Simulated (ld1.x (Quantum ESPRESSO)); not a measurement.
**Br (Z = 35): PAW pseudisation with PBE, scalar-relativistic reference atom.**

ld1.x (Quantum ESPRESSO) 7.5 was run on this input:

```
&input
   title='Br', zed=35., rel=1, dft='PBE', iswitch=3,
   config='[Ar] 3d10 4s2 4p5',
   nld=3, rlderiv=1.15, eminld=-19.0, emaxld=5.0, deld=0.04
 /
 &inputp
   pseudotype=3, lpaw=.true., tm=.true., lloc=-2, rcloc=0.95,
   nlcc=.true., new_core_ps=.true.,
   which_augfun='PSQ', rmatch_augfun_nc=.true.,
   file_pseudopw='Br.UPF', file_wfcaegen='ae.wfc', file_wfcncgen='nc.wfc', file_beta='beta', file_chi='chi', file_wfcusgen='us.wfc'
 /
6
3S  1  0   2.00   0.00  0.85  1.05  0.0
4S  2  0   2.00   0.00  0.85  1.05  0.0
3P  2  1   6.00   0.00  0.75  0.80  0.0
4P  3  1   5.00   0.00  0.75  0.80  0.0
3D  3  2  10.00   0.00  0.75  0.90  0.0
3D  3  2   0.00  -4.05  0.75  0.90  0.0
 &test
   configts(1)='3s2 3p6 3d10 4s2 4p5'
 /
```

Command:

```bash
ld1.x < Br.in > Br.out
```

The program printed (shortened: banner, matrices, multipoles, cross overlaps and the repeated all-electron block are left out):

```
Program LD1 v.7.5
     --------------------------- All-electron run ----------------------------

     Br
     scalar relativistic calculation

     atomic number is 35.00
     dft =PBE   lsd =0 sic =0 latt =0  beta=0.20 tr2=1.0E-14
     Exchange-correlation= PBE
                           (   1   4   3   4   0   0   0)
     mesh =1213 r(mesh) =  98.95369 a.u. xmin = -7.00 dx = 0.01250
     1 Ry =  13.60569312 eV, c = 137.03599908

     n l     nl                  e(Ry)          e(Ha)          e(eV)
     1 0     1S 1( 2.00)      -978.8645      -489.4322    -13318.1300
     2 0     2S 1( 2.00)      -127.3806       -63.6903     -1733.1013
     2 1     2P 1( 6.00)      -112.3470       -56.1735     -1528.5587
     3 0     3S 1( 2.00)       -17.4982        -8.7491      -238.0753
     3 1     3P 1( 6.00)       -12.7514        -6.3757      -173.4923
     3 2     3D 1(10.00)        -4.9037        -2.4519       -66.7184
     4 0     4S 1( 2.00)        -1.4798        -0.7399       -20.1342
     4 1     4P 1( 5.00)        -0.5777        -0.2888        -7.8596

     final scf error:  9.2E-15 reached in  38 iterations

     Etot =   -5212.829535 Ry,   -2606.414768 Ha,  -70924.158959 eV

     Ekin =    5325.613312 Ry,    2662.806656 Ha,   72458.660419 eV
     Encl =  -12569.667307 Ry,   -6284.833654 Ha, -171019.036043 eV
     Eh   =    2215.406330 Ry,    1107.703165 Ha,   30142.138670 eV
     Exc  =    -184.181870 Ry,     -92.090935 Ha,   -2505.922004 eV

     normalization and overlap integrals

     s(1S/1S) =  1.000000  <r> =   0.0427  <r2> =    0.0025  r(max) =   0.0279
     s(2S/2S) =  1.000000  <r> =   0.1895  <r2> =    0.0424  r(max) =   0.1584
     s(2P/2P) =  1.000000  <r> =   0.1654  <r2> =    0.0335  r(max) =   0.1280
     s(3S/3S) =  1.000000  <r> =   0.5514  <r2> =    0.3498  r(max) =   0.4817
     s(3P/3P) =  1.000000  <r> =   0.5641  <r2> =    0.3728  r(max) =   0.4817
     s(3D/3D) =  1.000000  <r> =   0.5904  <r2> =    0.4326  r(max) =   0.4305
     s(4S/4S) =  1.000000  <r> =   1.6749  <r2> =    3.2214  r(max) =   1.4115
     s(4P/4P) =  1.000000  <r> =   2.1055  <r2> =    5.2358  r(max) =   1.6606

     ------------------------ End of All-electron run ------------------------

     --------------------- Generating PAW atomic setup --------------------

      Generating local potential from pseudized AE potential:
      Matching radius rcloc =   0.9500
      Enforcing V''(0)=0 (lloc=-2)

      Local pseudo, rcloc= 0.946 Estimated cut-off energy=    34.62 Ry

      Computing core charge for nlcc:

       r > 0.25 : true rho core
      Core charge pseudized with two Bessel functions
      Integrated core pseudo-charge :   8.02
      Wfc-us  3S rcutus= 1.046  Estimated cut-off energy=    51.53 Ry
      Wfc-us  4S rcutus= 1.046  Estimated cut-off energy=   106.72 Ry
      Wfc-us  3P rcutus= 0.794  Estimated cut-off energy=   130.72 Ry
      Wfc-us  4P rcutus= 0.794  Estimated cut-off energy=   230.02 Ry
      Wfc-us  3D rcutus= 0.900  Estimated cut-off energy=   145.56 Ry
      Wfc-us  3D rcutus= 0.900  Estimated cut-off energy=   153.41 Ry

     Required augmentation: PSQ   radius:    1.050000

     Q pseudized with Bessel functions
     Expected ecutrho=     747.5221 due to l1=  2   l2=  2

     Estimated PAW energy = -947.422637 Ryd

     ------------------- End of pseudopotential generation -------------------

     Computing logarithmic derivative in   1.14846
     Computing logarithmic derivative in   1.14846
     Computing the partial wave expansion
     R is outside the sphere for l=    0 j= 0.00
     R is outside the sphere for l=    0 j= 0.00
     R is outside the sphere for l=    1 j= 0.00
     R is outside the sphere for l=    1 j= 0.00
     R is outside the sphere for l=    2 j= 0.00
     R is outside the sphere for l=    2 j= 0.00

     ---------------------- Testing the pseudopotential ----------------------

     Br
     scalar relativistic calculation

     atomic number is 35.00   valence charge is 25.00
     dft = SLA  PW   PBX  PBC   lsd =0 sic =0 latt =0  beta=0.20 tr2=1.0E-14
     mesh =1213 r(mesh) =  98.95369 xmin = -7.00 dx = 0.01250

     n l     nl             e AE (Ry)        e PS (Ry)    De AE-PS (Ry)
     1 0     3S   1( 2.00)      -17.49821      -17.49751       -0.00070
     2 1     3P   1( 6.00)      -12.75145      -12.75077       -0.00068
     3 2     3D   1(10.00)       -4.90371       -4.90308       -0.00063
     2 0     4S   1( 2.00)       -1.47984       -1.47978       -0.00006
     3 1     4P   1( 5.00)       -0.57767       -0.57760       -0.00007

     eps = 3.8E-15  iter = 11

     Etot =   -5212.829535 Ry,   -2606.414768 Ha,  -70924.158959 eV
     Etotps =  -947.422631 Ry,    -473.711316 Ha,  -12890.341578 eV

     Ekin =     909.210796 Ry,     454.605398 Ha,   12370.443078 eV
     Encl =   -2358.057301 Ry,   -1179.028651 Ha,  -32083.004005 eV
     Ehrt =     685.607786 Ry,     342.803893 Ha,    9328.169143 eV
     Ecxc =    -184.183913 Ry,     -92.091956 Ha,   -2505.949795 eV
     (Ecc =     -62.392571 Ry,     -31.196286 Ha,    -848.894176 eV)

     ---------------------- End of pseudopotential test ----------------------
```

Generation and configuration tests took about 2.2 s on one core of a shared server CPU.

Transferability test of the new file with ld1.x, input:

```
&input
   title='Br', zed=35., rel=1, dft='PBE', iswitch=2,
   config='[Ar] 3d10 4s2 4p5'
 /
 &test
   file_pseudo='Br.UPF', nconf=8,
   configts(1)='3s2 3p6 3d10 4s2 4p5',
   configts(2)='3s2 3p6 3d10 4s2 4p4',
   configts(3)='3s2 3p6 3d10 4s2 4p3',
   configts(4)='3s2 3p6 3d10 4s2 4p2',
   configts(5)='3s1 3p6 3d10 4s2 4p5',
   configts(6)='3s2 3p6 3d9 4s2 4p6',
   configts(7)='3s2 3p5 3d10 4s2 4p5',
   configts(8)='3s2 3p6 3d10 4s2 4p4.5'
 /
```

```bash
ld1.x < Br.test.in > Br.test.out
```

Pseudopotential blocks of its output, shortened (energy terms left out; the distinct warnings before each block abridged to one line each):

```
     ---------------------- Testing the pseudopotential ----------------------

     n l     nl             e AE (Ry)        e PS (Ry)    De AE-PS (Ry)
     1 0     3S   1( 2.00)      -17.49821      -17.49751       -0.00070
     2 1     3P   1( 6.00)      -12.75145      -12.75077       -0.00068
     3 2     3D   1(10.00)       -4.90371       -4.90308       -0.00063
     2 0     4S   1( 2.00)       -1.47984       -1.47978       -0.00006
     3 1     4P   1( 5.00)       -0.57767       -0.57760       -0.00007

     eps = 3.7E-15  iter = 11

     Etot =   -5212.829535 Ry,   -2606.414768 Ha,  -70924.158959 eV
     Etotps =  -947.422631 Ry,    -473.711316 Ha,  -12890.341579 eV

     ---------------------- End of pseudopotential test ----------------------

          Warning: n=2, l=1 expected 0 nodes, found 1
     ---------------------- Testing the pseudopotential ----------------------

     n l     nl             e AE (Ry)        e PS (Ry)    De AE-PS (Ry)
     1 0     3S   1( 2.00)      -18.32257      -18.32185       -0.00072
     2 1     3P   1( 6.00)      -13.57565      -13.57497       -0.00068
     3 2     3D   1(10.00)       -5.72681       -5.72615       -0.00066
     2 0     4S   1( 2.00)       -2.23398       -2.23389       -0.00009
     3 1     4P   1( 4.00)       -1.28406       -1.28395       -0.00011

     eps = 2.5E-15  iter =  9

     Etot =   -5211.906836 Ry,   -2605.953418 Ha,  -70911.604995 eV
     Etotps =  -946.499857 Ry,    -473.249929 Ha,  -12877.786601 eV
     dEtot_ae =       0.922699 Ry
     dEtot_ps =       0.922774 Ry,   Delta E=      -0.000075 Ry

     ---------------------- End of pseudopotential test ----------------------

          ---------------------- Testing the pseudopotential ----------------------

     n l     nl             e AE (Ry)        e PS (Ry)    De AE-PS (Ry)
     1 0     3S   1( 2.00)      -19.27105      -19.27036       -0.00069
     2 1     3P   1( 6.00)      -14.52376      -14.52312       -0.00064
     3 2     3D   1(10.00)       -6.67274       -6.67209       -0.00065
     2 0     4S   1( 2.00)       -3.07502       -3.07491       -0.00011
     3 1     4P   1( 3.00)       -2.07453       -2.07439       -0.00013

     eps = 7.4E-15  iter = 11

     Etot =   -5210.233974 Ry,   -2605.116987 Ha,  -70888.844544 eV
     Etotps =  -944.826834 Ry,    -472.413417 Ha,  -12855.023952 eV
     dEtot_ae =       2.595562 Ry
     dEtot_ps =       2.595798 Ry,   Delta E=      -0.000236 Ry

     ---------------------- End of pseudopotential test ----------------------

          Warning: n=3, l=2 expected 0 nodes, found 1
     ---------------------- Testing the pseudopotential ----------------------

     n l     nl             e AE (Ry)        e PS (Ry)    De AE-PS (Ry)
     1 0     3S   1( 2.00)      -20.32406      -20.32344       -0.00062
     2 1     3P   1( 6.00)      -15.57613      -15.57558       -0.00055
     3 2     3D   1(10.00)       -7.72172       -7.72112       -0.00061
     2 0     4S   1( 2.00)       -3.98388       -3.98377       -0.00011
     3 1     4P   1( 2.00)       -2.93163       -2.93149       -0.00014

     eps = 4.2E-15  iter =  9

     Etot =   -5207.736308 Ry,   -2603.868154 Ha,  -70854.862071 eV
     Etotps =  -942.328880 Ry,    -471.164440 Ha,  -12821.037565 eV
     dEtot_ae =       5.093227 Ry
     dEtot_ps =       5.093751 Ry,   Delta E=      -0.000524 Ry

     ---------------------- End of pseudopotential test ----------------------

          ---------------------- Testing the pseudopotential ----------------------

     n l     nl             e AE (Ry)        e PS (Ry)    De AE-PS (Ry)
     1 0     3S   1( 1.00)      -19.33345      -19.33151       -0.00193
     2 1     3P   1( 6.00)      -14.57123      -14.56972       -0.00151
     3 2     3D   1(10.00)       -6.69420       -6.69186       -0.00234
     2 0     4S   1( 2.00)       -2.43840       -2.43820       -0.00020
     3 1     4P   1( 5.00)       -1.42099       -1.42087       -0.00012

     eps = 7.3E-15  iter = 14

     Etot =   -5194.436118 Ry,   -2597.218059 Ha,  -70673.903771 eV
     Etotps =  -929.024873 Ry,    -464.512437 Ha,  -12640.027332 eV
     dEtot_ae =      18.393417 Ry
     dEtot_ps =      18.397758 Ry,   Delta E=      -0.004341 Ry

     ---------------------- End of pseudopotential test ----------------------

          ---------------------- Testing the pseudopotential ----------------------

     n l     nl             e AE (Ry)        e PS (Ry)    De AE-PS (Ry)
     1 0     3S   1( 2.00)      -18.43349      -18.43098       -0.00251
     2 1     3P   1( 6.00)      -13.67006      -13.66776       -0.00230
     3 2     3D   1( 9.00)       -5.81012       -5.80760       -0.00252
     2 0     4S   1( 2.00)       -1.64405       -1.64383       -0.00022
     3 1     4P   1( 6.00)       -0.67360       -0.67350       -0.00010

     eps = 5.9E-15  iter = 16

     Etot =   -5208.102769 Ry,   -2604.051384 Ha,  -70859.848024 eV
     Etotps =  -942.695771 Ry,    -471.347885 Ha,  -12826.029368 eV
     dEtot_ae =       4.726767 Ry
     dEtot_ps =       4.726860 Ry,   Delta E=      -0.000094 Ry

     ---------------------- End of pseudopotential test ----------------------

          ---------------------- Testing the pseudopotential ----------------------

     n l     nl             e AE (Ry)        e PS (Ry)    De AE-PS (Ry)
     1 0     3S   1( 2.00)      -19.31899      -19.31746       -0.00152
     2 1     3P   1( 5.00)      -14.55761      -14.55657       -0.00104
     3 2     3D   1(10.00)       -6.67825       -6.67623       -0.00202
     2 0     4S   1( 2.00)       -2.43750       -2.43729       -0.00021
     3 1     4P   1( 5.00)       -1.42072       -1.42062       -0.00010

     eps = 6.4E-15  iter = 15

     Etot =   -5199.198495 Ry,   -2599.599248 Ha,  -70738.699211 eV
     Etotps =  -933.786225 Ry,    -466.893113 Ha,  -12704.808825 eV
     dEtot_ae =      13.631040 Ry
     dEtot_ps =      13.636406 Ry,   Delta E=      -0.005366 Ry

     ---------------------- End of pseudopotential test ----------------------

          ---------------------- Testing the pseudopotential ----------------------

     n l     nl             e AE (Ry)        e PS (Ry)    De AE-PS (Ry)
     1 0     3S   1( 2.00)      -17.89315      -17.89243       -0.00071
     2 1     3P   1( 6.00)      -13.14633      -13.14564       -0.00068
     3 2     3D   1(10.00)       -5.29816       -5.29752       -0.00065
     2 0     4S   1( 2.00)       -1.84438       -1.84431       -0.00007
     3 1     4P   1( 4.50)       -0.91887       -0.91878       -0.00009

     eps = 6.3E-15  iter = 10

     Etot =   -5212.456550 Ry,   -2606.228275 Ha,  -70919.084238 eV
     Etotps =  -947.049618 Ry,    -473.524809 Ha,  -12885.266471 eV
     dEtot_ae =       0.372985 Ry
     dEtot_ps =       0.373014 Ry,   Delta E=      -0.000028 Ry

     ---------------------- End of pseudopotential test ----------------------
```
